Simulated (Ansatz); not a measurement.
(H3Sn)2O (Sn₂OH₆). Total charge 0; singlet. Geometry PBE0-D4/def2-SVP, basis def2-TZVP, Ansatz.

Cartesian coordinates in Å:
```
Sn 1.768 -0.269 -0.264
H 2.354 -1.809 0.207
H 1.323 -0.253 -1.926
H 2.883 0.979 0.098
O 0.158 0.091 0.825
Sn -1.751 0.278 0.349
H -2.282 -1.191 -0.368
H -1.912 1.585 -0.755
H -2.541 0.589 1.833
```

```tsv
run	HOMO (eV)	LUMO (eV)
A	-6.33	-1.81
B	-9.18	-0.10
C	-7.80	-0.99
D	-6.23	-1.74
E	-6.84	-1.71
F	-11.34	1.77
```

In the def2 sets Sn takes a core potential; there is no spin–orbit coupling.

**Question.** The runs used B97M-V, BLYP, CAM-B3LYP, HF, PBE, PBE0. Estimate which is which.

**Answer.** A PBE (0 % exact exchange); B CAM-B3LYP (range-separated); C PBE0 (25 % exact exchange); D BLYP (0 % exact exchange); E B97M-V (0 % exact exchange); F HF (100 % exact exchange). Exact exchange lowers occupied and raises empty levels; among semilocal functionals meta-GGAs tend to open the gap a little, and such runs are hard to tell apart. The gap grows from 4.49 eV (BLYP) to 13.11 eV (HF).
